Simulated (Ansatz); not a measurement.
Input file for `C[SiH2]C(F)Br`:

```yaml
crystal:
  periodic: [false, false, false]
  atoms:
    - {symbol: C, position_ang: [-1.060212, 0.338142, -1.111298]}
    - {symbol: Si, position_ang: [0.146555, -0.772615, -0.235311]}
    - {symbol: C, position_ang: [0.854742, 0.110993, 1.299880]}
    - {symbol: F, position_ang: [-0.140969, 0.463170, 2.170030]}
    - {symbol: Br, position_ang: [1.800410, 1.725236, 0.730326]}
    - {symbol: H, position_ang: [-0.563518, 1.238758, -1.476127]}
    - {symbol: H, position_ang: [-1.862541, 0.636347, -0.433012]}
    - {symbol: H, position_ang: [-1.507210, -0.180623, -1.962299]}
    - {symbol: H, position_ang: [1.310303, -1.147412, -1.077976]}
    - {symbol: H, position_ang: [-0.515081, -2.009070, 0.264190]}
    - {symbol: H, position_ang: [1.602920, -0.459729, 1.852298]}
basis:
  gaussian: {orbitals: def2-TZVPP}
correlation: {method: ccsd_t}
```

```sh
$ ansatz run in.yaml --threads 2 --pin off --events-out ev --progress --plain --max-ram 22528MiB --backend cuda --devices 0, --max-vram 18GiB
```

Output of Ansatz, abridged:

```
Functional definition: HF
1611 factors; integrals over basis functions are off by at most 9.1e-4 eV
mean field evaluation 1: about -82722.0119 eV, gradient 3.3e1 eV
mean field evaluation 2: about -82722.2659 eV, gradient 3.4e1 eV
mean field evaluation 4: about -82725.2483 eV, gradient 4.2e0 eV
mean field evaluation 8: about -82725.3112 eV, gradient 2.5e-1 eV
mean field evaluation 16: about -82725.3116 eV, gradient 1.7e-6 eV
mean field -82725.31160145 eV, -3040.0991281231 hartree, gradient 1.7e-6 eV, S^2 0.000000; 0 other end points of the search recorded, 0 dependent functions left out
17 core orbitals not correlated: weight in the atoms' cores, before any rotation towards them, 1.000 or more for the frozen orbitals, at most 0.000 for the correlated occupied ones
reference -82725.31160145 eV, -3040.0991281231 hartree; 21, 21 occupied and 229, 229 virtual orbitals, 1611 factors
second order -27.16402587 eV of doubles, -0.00000000 eV of singles
cycle   1  -27.55413438 eV  change   -3.9e-1 eV  update   1.1e-1
cycle   2  -28.19931325 eV  change   -6.5e-1 eV  update   3.2e-2
cycle   3  -28.33031895 eV  change   -1.3e-1 eV  update   1.6e-2
cycle   4  -28.31750713 eV  change    1.3e-2 eV  update   3.6e-3
cycle   5  -28.31579123 eV  change    1.7e-3 eV  update   1.6e-3
cycle   6  -28.31662026 eV  change   -8.3e-4 eV  update   5.0e-4
cycle   7  -28.31636988 eV  change    2.5e-4 eV  update   2.0e-4
cycle   8  -28.31630361 eV  change    6.6e-5 eV  update   6.5e-5
cycle   9  -28.31633229 eV  change   -2.9e-5 eV  update   2.8e-5
perturbative correction -1.02434759 eV, -0.0376440797 hartree
Total energy: -82754.65228133 eV, -3041.1773782210 hartree
```

Hardware: 2 threads of an AMD EPYC 7R13 on a shared host and a share of an NVIDIA H100 80 GB. Wall time 3.2 s, peak host memory 0.86 GiB.

MP2 recovers 92.6 % of the CCSD(T) correlation energy and the triples give 3.5 %; T1 = 0.0101.
